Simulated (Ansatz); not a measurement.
The same path of AlH3O3 + BrH (9 atoms, charge 0, multiplicity 1) was run twice with different band settings. Lost on the way: H5–Br6. Made: Al1–Br6, O2–H5.

Theory: RKS BHLYP-D4/def2-SVP (Ansatz).

Relaxed end points:

```xyz
9
Properties=species:S:1:pos:R:3
Al -0.510 -0.379 0.431
O 0.250 1.147 0.429
O -1.627 -0.703 1.639
O -0.096 -1.466 -0.773
H 1.364 1.313 -0.946
Br 2.125 1.024 -2.141
H 0.110 1.848 1.057
H -2.139 -1.490 1.782
H 0.523 -1.295 -1.478
```

```xyz
9
Properties=species:S:1:pos:R:3
Al -0.179 -0.278 -0.322
O 0.930 0.960 0.691
O -1.421 -0.020 0.824
O 0.555 -1.800 -0.391
H 1.161 1.754 0.203
Br -0.241 0.929 -2.276
H 0.352 1.206 1.422
H -2.179 -0.571 0.975
H 1.022 -2.179 -1.125
```

Common settings: spring 5.0 eV/Å²; optimiser quadratic models (default); start path through a guess of the saddle point; force threshold 0.05 eV/Å; iteration limit 60; end points relaxed.

| run | movable images | climbing image |
| --- | --- | --- |
| 1 | 5 | yes |
| 2 | 6 | no |

(1) What does each run give, and how far can it be trusted?

## Answers

(1) Run 1: converged after 23 iterations, highest image 0.062 eV above the first end. A vibrational analysis at the climbing image gives one clearly imaginary mode, 104i cm⁻¹: a first-order saddle point.
Run 2: converged after 31 iterations, highest image 0.055 eV above the first end. No image climbed, so the highest image needn't sit at the top of the path.
The orbitals stay closed-shell, which can raise the energy where a bond breaks towards radicals; this wasn't checked here.
